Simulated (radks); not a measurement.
Task: A nucleus of charge 30.25 with 29 electrons, 29 electrons, occupied as [Ar] 3d10 4s1. Method: Dirac Kohn-Sham, PBEsol, spin-unpolarised, spherical densities, point nucleus; computed with a radial shooting solver on a logarithmic mesh with Libxc functionals. Some entries of the table are withheld. Estimate them.

| orbital | occ. | eigenvalue (hartree) | <r> (bohr) |
|---|---|---|---|
| 1s1/2 | 2 | -356.4739 | 0.04990 |
| 2s1/2 | 2 | -43.88521 | 0.2240 |
| 2p1/2 | 2 | -38.76286 | 0.1940 |
| 2p3/2 | 4 | -37.85340 | 0.1975 |
| 3s1/2 | 2 | (1) | 0.6743 |
| 3p1/2 | 2 | (2) | 0.6980 |
| 3p3/2 | 4 | (3) | 0.7089 |
| 3d3/2 | 4 | (4) | (5) |
| 3d5/2 | 6 | (6) | (7) |
| 4s1/2 | 1 | -0.61610 | (8) |

Result: 
(1) 3s1/2 eigenvalue (hartree): -5.34644
(2) 3p1/2 eigenvalue (hartree): -3.71737
(3) 3p3/2 eigenvalue (hartree): -3.59998
(4) 3d3/2 eigenvalue (hartree): -0.90045
(5) 3d3/2 <r> (bohr): 0.8648
(6) 3d5/2 eigenvalue (hartree): -0.88632
(7) 3d5/2 <r> (bohr): 0.8718
(8) 4s1/2 <r> (bohr): 2.298
